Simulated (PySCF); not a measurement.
Hf(Cl)3(NH2) (Cl₃H₂HfN), SMILES [NH2][Hf]([Cl])([Cl])[Cl], multiplicity 1.

Geometry: B3LYP-D3(BJ)/def2-SVP. The multiplicity is an assumed one; no other spin state was optimised. The structure was generated by enumeration; whether it is a known compound was not checked. The def2 effective core potentials stand for the cores of Hf; spin–orbit coupling is left out. The values are those of a single conformer.

Level of theory: TDDFT-ωB97X/def2-SVPD (PySCF).

Vertical excitations. Gas-phase values at a fixed geometry.

| state | energy (eV) | λ (nm) | f | main pairs |
|---|---|---|---|---|
| S1 | 5.29 | 234 | 0.004 | HOMO→LUMO 87 % |
| S2 | 6.04 | 205 | 0.024 | HOMO→LUMO+1 95 % |
| S3 | 6.10 | 203 | 0.002 | HOMO→LUMO+2 89 % |
| S4 | 6.71 | 185 | 0.008 | HOMO−1→LUMO 77 % |
| S5 | 6.89 | 180 | 0.030 | HOMO→LUMO+4 59 %, HOMO→LUMO+3 16 % |
| S6 | 6.92 | 179 | 0.005 | HOMO−1→LUMO+1 52 %, HOMO−3→LUMO 33 % |
| S7 | 7.00 | 177 | 0.008 | HOMO−3→LUMO 46 %, HOMO−1→LUMO+1 25 %, HOMO−3→LUMO+2 10 %, HOMO−4→LUMO 8 % |
| S8 | 7.04 | 176 | 0.025 | HOMO−2→LUMO 70 % |
| S9 | 7.07 | 175 | 0.001 | HOMO−2→LUMO+1 55 %, HOMO−4→LUMO 32 % |
| S10 | 7.13 | 174 | 0.053 | HOMO→LUMO+3 49 %, HOMO→LUMO+4 18 %, HOMO→LUMO+7 9 %, HOMO→LUMO+5 9 % |
| T1 | 5.19 | 239 | 0 | HOMO→LUMO 88 % |
| T2 | 5.52 | 225 | 0 | HOMO→LUMO+1 61 %, HOMO→LUMO+5 30 % |
| T3 | 6.04 | 205 | 0 | HOMO→LUMO+2 88 % |
| T4 | 6.26 | 198 | 0 | HOMO→LUMO+5 45 %, HOMO→LUMO+1 31 %, HOMO→LUMO+4 8 % |
Triplets are in the Tamm–Dancoff approximation, which puts them higher than full response would, so one can lie above its singlet here.
